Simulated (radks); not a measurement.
All-electron atom: C+ in [He] 2s2 2p1. Calculated with a radial shooting solver on a logarithmic mesh with Libxc functionals: Dirac Kohn-Sham, PBE, spin-unpolarised, spherical densities, finite nucleus; open shells fill j = l - 1/2 first; Fermi nuclear charge, rms radius 2.4702 fm.

Unscreened Slater integrals over Kohn-Sham orbitals (cm^-1). Large and small components are both included. Empty in this configuration: 2p3/2.

integral,value
"F0(2p1/2,2p1/2)",134030
"F0(2p1/2,2s1/2)",134640
"G1(2p1/2,2s1/2)",83114
"F0(2p1/2,1s1/2)",190080
"G1(2p1/2,1s1/2)",19563
"F0(2p1/2,2p3/2)",133990
"G2(2p1/2,2p3/2)",61514
"F0(2s1/2,2s1/2)",136090
"F0(2s1/2,1s1/2)",191900
"G0(2s1/2,1s1/2)",14252
"F0(2s1/2,2p3/2)",134600
"G1(2s1/2,2p3/2)",83104
"F0(1s1/2,1s1/2)",765730
"F0(1s1/2,2p3/2)",189950
"G1(1s1/2,2p3/2)",19538
"F0(2p3/2,2p3/2)",133950
"F2(2p3/2,2p3/2)",61508
